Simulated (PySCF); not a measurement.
AlCl2, SMILES [Al]([Cl])[Cl], multiplicity 2. Atoms are numbered in the order given.

```xyz
3

Al     0.0000     0.0000     0.7762
Cl     0.0000    -1.8096    -0.2968
Cl     0.0000     1.8096    -0.2968
```
Charge 0, spin multiplicity 2.

Geometry: r2SCAN-D4/def2-TZVP. The multiplicity is an assumed one; other spin states were not compared. The isomer is the one that the SMILES or the coordinates give; other isomers of the formula were not compared.

The numbers are results of PySCF with TDA-LC-ωPBE/def2-SVPD, not measurements.

Vertical excitations. Isolated molecule, no solvent.

Computed UV-visible absorptions:
| state | energy (eV) | λ (nm) | f | main pairs |
|---|---|---|---|---|
| root 1 | 3.33 | 373 | 0.062 | α HOMO→LUMO 97 % |
| root 2 | 5.42 | 229 | 0.001 | β HOMO→LUMO 93 % |
| root 3 | 5.62 | 221 | 0.000 | β HOMO−1→LUMO 93 % |
| root 4 | 5.81 | 214 | 0.040 | α HOMO→LUMO+2 58 %, α HOMO→LUMO+1 10 %, β HOMO−2→LUMO 23 % |
| root 5 | 5.98 | 207 | 0.191 | α HOMO→LUMO+3 87 % |
| root 6 | 6.01 | 206 | 0.023 | β HOMO−3→LUMO 91 % |
| root 7 | 6.10 | 203 | 0.119 | α HOMO→LUMO+2 23 %, β HOMO−2→LUMO 66 % |
| root 8 | 6.64 | 187 | 0.008 | α HOMO−2→LUMO 41 %, β HOMO−4→LUMO 50 % |
| root 9 | 6.69 | 185 | 0.040 | α HOMO→LUMO+1 80 % |
| root 10 | 6.72 | 185 | 0.000 | α HOMO−1→LUMO 95 % |
Unrestricted roots are not spin-pure.
